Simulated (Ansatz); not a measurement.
Basis-set series for `C[O][Mo]([OH])([F])([F])([Cl])[O]C`. Charge 0, multiplicity 1. Mo: def2 effective core potential. Geometry: relaxed with PBE0-D4/def2-TZVP. It is one conformer, not always the lowest.

```tsv
functional	basis	functions	energy (Eh)	HOMO (eV)	LUMO (eV)
PBE0-D4	def2-TZVPP	413	-1033.93879	-8.54	-3.73
PBE0-D4	def2-QZVPP	760	-1033.98428	-8.55	-3.72
ωB97M-V	def2-TZVPP	413	-1034.33159	-10.83	-1.77
ωB97M-V	def2-QZVPP	760	-1034.37561	-10.85	-1.77
```

Question: Give the rows for def2-SVP. (Estimate.)

Answer: Computed: 
```tsv
functional	basis	functions	energy (Eh)	HOMO (eV)	LUMO (eV)
PBE0-D4	def2-SVP	182	-1033.14885	-8.48	-3.75
ωB97M-V	def2-SVP	182	-1033.52653	-10.73	-1.78
```
